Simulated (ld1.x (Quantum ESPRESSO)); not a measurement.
u(r) = r·R(r): atom against pseudo-atom (P (Z = 15))

Columns: radius, all-electron u(r) and pseudo u(r) of the 3p shell (level -5.51 eV) of phosphorus in the configuration [Ne] 3s2 3p3; PBE, scalar-relativistic, TM scheme, ld1.x (Quantum ESPRESSO) 7.5.

```json
{"r (bohr)": "0.090", "all-electron": "0.1136", "pseudo": "-0.0043"}
{"r (bohr)": "0.180", "all-electron": "0.2433", "pseudo": "-0.0170"}
{"r (bohr)": "0.270", "all-electron": "0.2956", "pseudo": "-0.0378"}
{"r (bohr)": "0.360", "all-electron": "0.2765", "pseudo": "-0.0664"}
{"r (bohr)": "0.450", "all-electron": "0.2097", "pseudo": "-0.1021"}
{"r (bohr)": "0.540", "all-electron": "0.1166", "pseudo": "-0.1442"}
{"r (bohr)": "0.630", "all-electron": "0.0123", "pseudo": "-0.1916"}
{"r (bohr)": "0.720", "all-electron": "-0.0931", "pseudo": "-0.2432"}
{"r (bohr)": "0.810", "all-electron": "-0.1936", "pseudo": "-0.2977"}
{"r (bohr)": "0.900", "all-electron": "-0.2857", "pseudo": "-0.3535"}
{"r (bohr)": "0.990", "all-electron": "-0.3676", "pseudo": "-0.4090"}
{"r (bohr)": "1.080", "all-electron": "-0.4390", "pseudo": "-0.4624"}
{"r (bohr)": "1.170", "all-electron": "-0.5001", "pseudo": "-0.5121"}
{"r (bohr)": "1.260", "all-electron": "-0.5512", "pseudo": "-0.5565"}
{"r (bohr)": "1.350", "all-electron": "-0.5925", "pseudo": "-0.5945"}
{"r (bohr)": "1.440", "all-electron": "-0.6248", "pseudo": "-0.6254"}
{"r (bohr)": "1.530", "all-electron": "-0.6489", "pseudo": "-0.6490"}
{"r (bohr)": "1.620", "all-electron": "-0.6655", "pseudo": "-0.6655"}
{"r (bohr)": "1.710", "all-electron": "-0.6756", "pseudo": "-0.6756"}
{"r (bohr)": "1.800", "all-electron": "-0.6801", "pseudo": "-0.6801"}
{"r (bohr)": "1.890", "all-electron": "-0.6796", "pseudo": "-0.6796"}
{"r (bohr)": "1.980", "all-electron": "-0.6750", "pseudo": "-0.6750"}
{"r (bohr)": "2.070", "all-electron": "-0.6669", "pseudo": "-0.6669"}
{"r (bohr)": "2.160", "all-electron": "-0.6559", "pseudo": "-0.6559"}
{"r (bohr)": "2.250", "all-electron": "-0.6425", "pseudo": "-0.6425"}
{"r (bohr)": "2.340", "all-electron": "-0.6273", "pseudo": "-0.6273"}
```

**Question.** How many radial nodes do the two functions have?

**Answer.** The all-electron 3p function has n − l − 1 = 1; the pseudo-wave has 0, since the states of the same l below it are removed with the core.

**Question.** At about which radius was the pseudo-wave matched?

**Answer.** 1.75 bohr. The columns agree to 0.0005 from 1.53 bohr on; several derivatives are matched, so the curves merge somewhat inside the radius.

**Question.** Where does each function peak?

**Answer.** Outermost all-electron maximum near 1.80 bohr, pseudo maximum near 1.80 bohr (to the table’s step).

**Question.** Is the pseudo-wave norm-conserving?

**Answer.** Yes: the TM scheme keeps the norm inside the radius equal to the all-electron one, which fixes the energy derivative of the logarithmic derivative at the level.
